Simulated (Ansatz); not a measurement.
Se (SMILES [Se+]), charge +1, quartet; REVPBE/def2-SVP in Ansatz (a quantum-chemistry and plane-wave program).

Here is a job for Ansatz.
Ansatz 0.2 input:
```yaml
crystal:
  periodic: [false, false, false]
  atoms:
    - {symbol: Se, position_ang: [0.00000000, 0.00000000, 0.00000000]}
basis:
  gaussian:
    orbitals: def2-SVP
hamiltonian:
  xc: revpbe
total_charge: 1
magnetization: {spin_polarized: true, initial_magnetization: 3}
```

Output, abridged:

```
Functional definition: revPBE
296 factors; their error is unknown
mean field evaluation 1: about -65324.7859 eV, gradient 6.8e0 eV
mean field evaluation 2: about -65324.9337 eV, gradient 6.9e0 eV
mean field evaluation 4: about -65325.0187 eV, gradient 6.8e-3 eV
mean field evaluation 8: about -65324.9235 eV, gradient 9.4e-6 eV
mean field -65324.92347254 eV, -2400.6466587923 hartree, gradient 9.4e-6 eV, S^2 3.750290; 0 other end points of the search recorded, 0 dependent functions left out
reference -65324.92350294 eV, -2400.6466599095 hartree; 18, 15 occupied and 14, 17 virtual orbitals, 296 factors
Total energy: -65324.92350294 eV, -2400.6466599095 hartree
```
